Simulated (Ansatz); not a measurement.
Reaction (isomerisation): `CC1BO1` → `BC(=C)O`

Computed with Ansatz on PBE0-D4/def2-TZVP structures; ΔE is electronic, products minus reactants. CBS: MP2 limit from def2 TZ/QZ plus the TZ coupled-cluster correction, frozen cores. Each species was taken in one conformer, which may not be the lowest.

`CC1BO1`:

Cartesian coordinates in Å:
```
C 0.611 -0.443 -0.849
C -0.256 -0.315 0.364
B -0.892 0.971 0.845
O 0.262 0.639 1.413
H 0.075 -1.007 -1.618
H 0.870 0.531 -1.268
H 1.538 -0.979 -0.625
H -0.540 -1.260 0.822
H -1.667 1.864 0.917
```

`BC(=C)O`:

```xyz
9

B     1.250    0.237   -0.005
C    -0.274    0.099   -0.113
C    -0.908   -0.888    0.544
O    -1.016    0.961   -0.868
H     1.866   -0.534    0.663
H     1.820    1.117   -0.589
H    -1.984   -1.017    0.492
H    -0.333   -1.577    1.145
H    -0.422    1.601   -1.268
```

| species | CCSD(T)/CBS(def2) energy (Eh) |
| --- | --- |
| `CC1BO1` | -179.06768 |
| `BC(=C)O` | -179.03550 |

Q: Work out ΔE.

A: ΔE = (-179.03550) − (-179.06768) = 0.03218 Eh = +20.2 kcal/mol.

Largest T1 diagnostic among the species: 0.015.

In def2-TZVPP, CCSD(T) changes the Hartree–Fock value by +5.0 kcal/mol (the triples alone add +0.0 kcal/mol) and MP2 by +7.4 kcal/mol. At CCSD(T), def2-SVP lies +3.7 kcal/mol from the extrapolated value and def2-TZVPP +0.1 kcal/mol.
